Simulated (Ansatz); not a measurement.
This geometry of CH₅FO₂Ti (10 atoms, charge 0, multiplicity 1) is a first-order saddle point.

These are results of RKS PBE/def2-SVP (Ansatz), not measurements.

```xyz
10
Properties=species:S:1:pos:R:3
Ti -0.221 -0.513 -0.293
F 0.472 -2.133 -0.379
C 1.176 0.712 0.662
H 2.057 0.089 0.926
O -0.466 0.163 -1.933
O -1.716 -0.463 0.680
H 0.745 1.144 1.588
H 1.499 1.529 -0.014
H -1.242 0.582 -2.344
H -2.303 -1.110 1.107
```

Task: Which two structures does it join? (They come from a converged band through this point; their orientation in space is the band's.)

Result: No bond is made or broken.

Initial state:

```xyz
10
Properties=species:S:1:pos:R:3
Ti -0.202 -0.522 -0.344
F 0.622 -2.061 -0.596
C 1.131 0.718 0.660
H 1.436 0.242 1.618
O -0.554 0.297 -1.897
O -1.640 -0.650 0.705
H 0.658 1.700 0.878
H 2.031 0.881 0.028
H -1.355 0.746 -2.218
H -2.128 -1.352 1.167
```

Final state:

```xyz
10
Properties=species:S:1:pos:R:3
Ti -0.216 -0.553 -0.301
F 0.511 -2.159 -0.290
C 1.120 0.712 0.670
H 2.102 0.672 0.153
O -0.366 0.092 -1.966
O -1.742 -0.444 0.616
H 1.245 0.387 1.725
H 0.743 1.757 0.654
H -1.093 0.571 -2.400
H -2.305 -1.036 1.142
```

Task: How far does it lie above each of them?

Result: 3.4 kJ/mol above the first and 3.4 kJ/mol above the second. This is the barrier of this one path; another mechanism may lie lower.

Run time: 5.2 min on 2 threads of Intel(R) Xeon(R) Platinum 8375C CPU @ 2.90GHz (Ice Lake), with other jobs on the host, peak memory 0.18 GiB.
